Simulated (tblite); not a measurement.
Compound: C5H10FOSi (doublet state).
Cartesian coordinates in Å at the GFN2-xTB level; atoms count from 1:
```xyz
18
C5H10FOSi angstrom
C      2.8144    0.1590   -0.0176
C      1.8292   -0.1425    1.0175
Si     0.1505    0.4699    0.3097
F      0.3307    2.0726    0.0754
C     -0.5020   -0.3534   -1.2724
C     -2.0054   -0.4507   -0.9732
O     -2.2239   -0.7220    0.3932
C     -1.5163    0.1935    1.2159
H      3.0075   -0.5393   -0.8070
H      3.2421    1.1385   -0.0838
H      1.7822   -1.2064    1.2397
H      2.0306    0.4059    1.9358
H     -0.0911   -1.3497   -1.4241
H     -0.3312    0.2186   -2.1806
H     -2.4894   -1.2616   -1.5194
H     -2.4907    0.4991   -1.2439
H     -2.0779    1.1341    1.2987
H     -1.4683   -0.2593    2.2045
```

All values are computed: GFN2-xTB (tblite) harmonic vibrations without scaling, gas phase. This tight-binding method is rough: wavenumbers can miss measured ones by several per cent, in bad cases by 10 to 20. One conformer, not necessarily the lowest. Open shells enter through the occupations alone, without spin polarisation, and single modes of such species can be off by tens of per cent.

Harmonic wavenumbers (cm⁻¹): 59.3, 75.0, 98.1, 160.2, 173.3, 210.4, 229.3, 273.3, 286.4, 408.8, 475.8, 551.7, 625.4, 701.0, 735.4, 750.7, 760.5, 807.4, 829.9, 921.1, 931.5, 959.5, 1014.2, 1068.6, 1138.0, 1140.9, 1156.4, 1168.4, 1199.0, 1224.3, 1246.3, 1268.5, 1328.5, 1396.6, 1448.6, 1457.5, 1458.9, 1481.9, 2860.8, 2864.9, 2986.9, 2988.3, 2996.4, 3001.3, 3008.7, 3025.3, 3144.8, 3189.0.

A = 2918, B = 1163, C = 1122 MHz; mass 133.048 u (most abundant isotopes); point group C1, symmetry number 1; spin multiplicity 2.

What is the zero-point energy?

Half the sum of the wavenumbers: 30644 cm⁻¹ = 366.58 kJ/mol.

Give the ideal-gas entropy at 400 K and 1 bar in the rigid-rotor, harmonic-oscillator model (classical rotation).

Translation 175.96, rotation 124.27, vibration 163.93, spin (R ln 2) 5.76: S = 469.9 J/(mol K).

And Cp and H(400 K) − H(0)?

Cp = 199.51 J/(mol K), of which vibrations give 166.25 (their classical limit is 48 R = 399.1); H(400 K) − H(0) = 47.47 kJ/mol without the zero-point energy, 34.17 from vibrations.

Which modes carry the vibrational entropy at 400 K?

59.3 cm⁻¹: 21.18; 75.0 cm⁻¹: 19.23; 98.1 cm⁻¹: 17.02; 160.2 cm⁻¹: 13.01; 173.3 cm⁻¹: 12.38; 210.4 cm⁻¹: 10.83 J/(mol K); the other 42 give 70.28 together.

What must be added to the electronic energy to get the Gibbs energy at 400 K and 1 bar?

ZPE + [H(400 K) − H(0)] − T·S = 366.58 + 47.47 − 187.97 = 226.08 kJ/mol.

Hindered rotation and anharmonicity are outside this model. Other conformers, if any are populated, would add a mixing term that is left out. The structure is chiral; the term R ln 2 for an equal mix with its mirror image is left out.

On one thread, Arm Neoverse V2 (aarch64), shared host, this took 0.57 s of wall time. The figure is for the frequency step alone.
